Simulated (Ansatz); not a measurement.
Born–Oppenheimer molecular dynamics of C2H5FOSi (10 atoms, charge 0, multiplicity 1). It starts at the highest image of a converged band, a first-order saddle point between two minima.

All numbers below come from RKS r2SCAN-D4/def2-SVP (Ansatz).

- ensemble: NVE (velocity Verlet)
- time step: 0.5 fs
- steps asked: 200
- starting velocities drawn for: 100 K
- seed: 11178

First frame:

```xyz
10
Properties=species:S:1:pos:R:3
C -0.959 -0.476 0.599
C 0.512 -0.371 0.253
O 0.804 -0.590 -1.085
Si 1.087 1.334 -0.414
F -0.260 2.134 -0.890
H -1.573 0.189 -0.026
H -1.115 -0.207 1.656
H -1.311 -1.510 0.452
H 1.182 -0.905 0.952
H 1.715 0.352 -1.494
```

Problem. What does the run give?

Solution. The run went to its last step.

```json
{
 "steps done": "200",
 "time covered": "100 fs",
 "mean temperature over the second half": "897 K",
 "spread of the potential energy over the second half": "26.2 meV per atom",
 "mean potential energy of the second half above the start": "-82.5 meV per atom"
}
```

The conserved energy stayed within 0.16 meV per atom of its start (net change -0.091 meV per atom), so the integration is sound. The kinetic energy rose, since the run started high on the potential surface and went downhill. A run of 0.1 ps of so small a system gives no equilibrium averages. The orbitals stay closed-shell, which can raise the energy where a bond breaks towards radicals; this wasn't checked here.

Problem. What happens to the structure?

Solution. Between its relaxed ends the band would form O3–H10 and break Si4–H10. These pairs go: O3–H10 1.37 → 2.79 Å, Si4–H10 1.59 → 1.58 Å. In the last frame they stand as before the step (other bonds may differ from the relaxed reactants and products). It ends as one piece, C2H5FOSi. Pairs count as bonded within 1.25 times the sum of covalent radii (0.12 Å more for H–H). This is one draw of velocities; another would differ in detail.

Problem. How do temperature and energy run in time?

Solution. 
```tsv
time (fs)	T (K)	potential energy less start (eV)	conserved less start (meV/atom)
0	100	0.000	0.00
8	87	0.014	0.04
16	653	-0.573	-0.02
24	902	-0.830	0.00
32	1170	-1.107	0.00
40	1406	-1.352	-0.08
48	855	-0.781	0.01
56	859	-0.785	0.00
64	690	-0.611	-0.03
72	666	-0.585	-0.01
80	1018	-0.950	-0.07
88	707	-0.627	0.01
96	1490	-1.439	-0.15
```

The run took 4.7 min on 2 threads of Intel(R) Xeon(R) 6975P-C (Granite Rapids), with other jobs on the host, peak memory 0.17 GiB.
